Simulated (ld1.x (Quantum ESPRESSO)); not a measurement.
# Tl: variants of one PAW potential

Base potential:

| Quantity | Value |
| --- | --- |
| Element | Tl |
| Generator | ld1.x (Quantum ESPRESSO) 7.5 |
| Type | PAW |
| Functional | PBE |
| Relativity | scalar-relativistic |
| Frozen core | [Xe] 4f14 |
| Valence charge | 13 |
| Reference configuration | 5d10 6s2 6p0.5 (charge +0.5) |
| Partial waves | 6s (bound): rcut 2.00, rcutus 2.20 bohr; 6s channel at 0.45 Ry: rcut 2.00, rcutus 2.20 bohr; 6p (bound): rcut 2.50, rcutus 3.25 bohr; 6p channel at 2.35 Ry: rcut 2.50, rcutus 3.25 bohr; 5d (bound): rcut 2.00, rcutus 2.15 bohr; 5d channel at -1.05 Ry: rcut 2.00, rcutus 2.15 bohr |
| Local potential | all-electron potential smoothed inside 2.60 bohr (lloc = -1) |
| Core correction | a·sin(br)/r model core inside 1.75 bohr |
| Augmentation charge | BESSEL, radius 1.60 bohr |

All-electron outer shells of the reference configuration (PBE, scalar-relativistic, ld1.x):

```
shell  level (eV)  outermost node (bohr)  outermost maximum (bohr)
   4f     -117.43                      –                      0.36
   5p      -79.51                   0.50                      0.91
   5d      -18.89                   0.53                      1.11
   6s      -12.74                   1.04                      2.05
   6p       -5.11                   1.23                      2.80
```

Cutoffs, loose and tight: the cutoffs (Ry, on a coarse ladder) from which the occupation-weighted sum of valence levels, in a spherical-Bessel basis at the reference potential, stays within 10 and 1 mRy of its value at 400 Ry. They do not see the model core or the augmentation charge, which bear on the density cutoff. Test errors are all-electron minus pseudo excitation energies from the reference, over the configurations 5d10 6s2 6p1; 5d10 6s2 6p0; 5d10 6s1 6p0; 5d9 6s0 6p0; 5d10 6s2 6p1.3; 5d10 6s1 6p2; 5d10 6s1 6p1. A dash means not determined; rows that change the core or the reference have their own tests.

A true bound ghost makes a file unfit for plane-wave use even where its test errors are small: the radial tests pick states by their node count and pass the ghost by.

| change | outcome | cutoff, loose | cutoff, tight | bound ghosts | largest test error (meV) |
| --- | --- | --- | --- | --- | --- |
| base | generated | 25 Ry | 40 Ry | none | -201 |
| waves 6s (bound): rcut 1.34, rcutus 1.42 bohr; 6s channel at 0.45 Ry: rcut 1.34, rcutus 1.42 bohr | failed: run_pseudo: Errors in PS-KS equation | – | – | – | – |
| waves 6s (bound): rcut 1.62, rcutus 1.72 bohr; 6s channel at 0.45 Ry: rcut 1.62, rcutus 1.72 bohr | failed: run_pseudo: Errors in PS-KS equation | – | – | – | – |
| waves 6s (bound): rcut 2.00, rcutus 2.26 bohr; 6s channel at 0.45 Ry: rcut 2.00, rcutus 2.26 bohr | generated | 25 Ry | 40 Ry | none | -201 |
| waves 6s (bound): rcut 2.00, rcutus 2.56 bohr; 6s channel at 0.45 Ry: rcut 2.00, rcutus 2.56 bohr | generated | 25 Ry | 40 Ry | none | -201 |
| waves 6s (bound): rcut 2.00, rcutus 2.74 bohr; 6s channel at 0.45 Ry: rcut 2.00, rcutus 2.74 bohr | generated | 25 Ry | 40 Ry | none | -203 |
| waves 6s (bound): rcut 2.00, rcutus 3.08 bohr; 6s channel at 0.45 Ry: rcut 2.00, rcutus 3.08 bohr | generated | 25 Ry | 40 Ry | none | -215 |
| waves 6s (bound): rcut 2.00, rcutus 3.32 bohr; 6s channel at 0.45 Ry: rcut 2.00, rcutus 3.32 bohr | generated | 25 Ry | 40 Ry | none | -222 |

Problem. What comes out with this change to the base: waves 6s (bound): rcut 1.84, rcutus 1.96 bohr; 6s channel at 0.45 Ry: rcut 1.84, rcutus 1.96 bohr?

Solution. outcome: generated; cutoff, loose: 25 Ry; cutoff, tight: 40 Ry; bound ghosts: s; largest test error (meV): -201.

Reading the sweep of the s radius (base included, trends over the rows without a ghost): The loose cutoff stays near 25 Ry. The median size of the test errors (rows with all tests solved) stays near 1.2 meV. Bound ghosts are found at 1.96 bohr. The generation fails at 1.42, 1.72 bohr.
